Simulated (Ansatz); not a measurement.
Cartesian coordinates in Å:
```
O 1.6811 -1.8853 0.1229
C 0.8046 -1.0918 0.2500
C 0.8086 0.3128 0.7411
Al -0.6238 0.0052 -0.5627
O -1.8240 0.9125 -1.3213
H -0.0029 0.3828 1.4956
H 1.7255 0.7931 1.0872
H -2.5693 0.5708 -1.8128
```

The species carries charge 0 and has multiplicity 1.

(1) List the r2SCAN/def2-TZVPP orbital energies in eV (Ansatz 0.2.0). (Estimate.)

Answers

(1) The calculation gave: Occupied: -1517.65, -516.01, -515.90, -275.37, -273.41, -111.12, -71.44, -71.29, -71.22, -27.77, -26.17, -19.83, -13.90, -13.43, -11.99, -11.31, -10.53, -9.37, -9.14, -8.61, -7.06, -5.10. Lowest empty: -2.06, -1.86, -0.41, 0.57, 1.29, 2.14, 2.99, 3.40.
